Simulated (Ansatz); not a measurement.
`C#CC(O)S` and `OC([SiH3])S` differ in one atom or group.

Ansatz, PBE0-D4/def2-TZVP geometries, multiplicity 1. Each molecule was computed in one conformer, which needn't be the lowest.

```
                                          property  `C#CC(O)S`
                LUMO energy (PBE0/def2-TZVPP) / eV       -0.12
size of the dipole moment (ωB97M-V/def2-TZVPP) / D        1.89
              HOMO–LUMO gap (PBE0/def2-TZVPP) / eV        7.14
  size of the dipole moment (B3LYP/def2-TZVPP) / D        1.86
                HOMO energy (PBE0/def2-TZVPP) / eV       -7.25
               LUMO energy (B3LYP/def2-TZVPP) / eV       -0.38
```

(1) What does the change do to each property? (An estimate is asked.)

## Answers

(1) The calculation gave: 
```tsv
property	`OC([SiH3])S`	shift
LUMO energy (PBE0/def2-TZVPP) / eV	-0.04	0.08
size of the dipole moment (ωB97M-V/def2-TZVPP) / D	2.11	0.22
HOMO–LUMO gap (PBE0/def2-TZVPP) / eV	7.23	0.09
size of the dipole moment (B3LYP/def2-TZVPP) / D	2.10	0.24
HOMO energy (PBE0/def2-TZVPP) / eV	-7.27	-0.02
LUMO energy (B3LYP/def2-TZVPP) / eV	-0.30	0.08
```

The zero-point energy changes by 12.9 kJ/mol with +3 modes. Dipoles are sizes alone; their direction can turn.

B3LYP here is the variant with VWN-RPA as its local correlation; programs differ in this.
